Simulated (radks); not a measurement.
Species: Li I. Configuration: [He] 2s1.

Method: non-relativistic Kohn-Sham, r2SCAN, spin-polarised, spherical densities, point nucleus; open shells are filled with parallel spins first; meta-GGA in the generalised Kohn-Sham scheme; computed with a radial shooting solver on a logarithmic mesh with Libxc functionals.

Energy parts (hartree):
| part | energy |
|---|---|
| total | -7.47986 |
| kinetic | 7.43996 |
| electron-nucleus | -17.15438 |
| Hartree | 4.06000 |
| exchange-correlation | -1.82544 |

Orbitals (lengths in bohr, moments of r in powers of bohr; r(max) is where P^2 peaks):
orbital,occ.,eigenvalue (hartree),r(max),<r^2>,<1/r>
1s up,1,-1.95809,0.3611,0.4559,2.686
1s down,1,-1.95204,0.3619,0.4598,2.676
2s up,1,-0.11999,3.077,17.07,0.3559

The highest occupied level is 2s up at -3.265 eV. Virial ratio -V/T = 2.00536. The spin density at the nucleus is 0.2475 e/bohr^3 (1s 0.0483, 2s 0.1992), a Fermi contact field of 13 T. The density falls to 0.001 e/bohr^3 at r = 4.18 bohr.
